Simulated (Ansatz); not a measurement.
Reaction (hydrogenolysis of the Si–C bond): `C[SiH2]C(C)O` + H₂ → `CC(O)[SiH3]` + CH₄

Calculated with Ansatz (gas phase, PBE0-D4/def2-TZVP geometries, no zero-point term in ΔE). CBS: MP2 limit from def2 TZ/QZ plus the TZ coupled-cluster correction, frozen cores. This one scheme is used for every species. DFT in def2-TZVPP. B3LYP here is the variant with VWN-RPA as its local correlation; programs differ in this. HSE06 is defined as in plane-wave codes. Each species was taken in one conformer, which may not be the lowest.

```tsv
level	ΔE (kJ/mol)	difference from CCSD(T)/CBS
LDA (SPW92)	-22.2	3.9
PBE-D4	-22.9	3.2
BLYP-D4	-26.3	-0.2
r2SCAN-D4	-23.9	2.2
B97M-V	-30.2	-4.1
PBE0-D4	-26.5	-0.4
B3LYP-D4	-29.6	-3.5
r2SCANh-D4	-25.1	1.0
r2SCAN0-D4	-26.9	-0.8
HSE06-D4	-26.6	-0.5
BHLYP-D4	-34.4	-8.3
CAM-B3LYP-D4	-32.2	-6.1
ωB97X-V	-28.8	-2.7
ωB97M-V	-26.3	-0.2
B2PLYP	-33.4	-7.3
PBE-QIDH	-28.8	-2.7
PBE	-28.5	-2.4
revPBE	-31.8	-5.7
BLYP	-37.5	-11.4
r2SCAN	-25.6	0.5
B3LYP	-38.4	-12.3
r2SCANh	-27.0	-0.9
r2SCAN0	-28.9	-2.8
HSE06	-31.4	-5.3
BHLYP	-41.6	-15.5
CAM-B3LYP	-37.5	-11.4
RPA@PBE/def2-TZVPP	-30.4	-4.3
HF/def2-SVP	-59.8	-33.7
MP2/def2-SVP	-36.2	-10.1
CCSD/def2-SVP	-44.8	-18.7
CCSD(T)/def2-SVP	-41.7	-15.6
HF/def2-TZVPP	-52.4	-26.3
MP2/def2-TZVPP	-23.7	2.4
SCS-MP2/def2-TZVPP	-30.0	-3.9
CCSD/def2-TZVPP	-33.2	-7.1
CCSD(T)/def2-TZVPP	-28.8	-2.7
MP2/def2-QZVPP	-22.1	4.0
SCS-MP2/def2-QZVPP	-28.4	-2.3
MP2/CBS(def2)	-21.0	5.1
CCSD/CBS(def2)	-30.5	-4.4
CCSD(T)/CBS	-26.1	0
```

Largest T1 diagnostic among the species: 0.011.

From BLYP to BHLYP (50 % exact exchange), in def2-TZVPP and without D4, ΔE moves by −4.0 kJ/mol. At CCSD(T), def2-SVP lies −15.6 kJ/mol from the extrapolated value and def2-TZVPP −2.7 kJ/mol.

CCSD(T)/CBS has its own doubt, a few kJ/mol and more with outer-core shells, so smaller differences from it don't rank the levels.
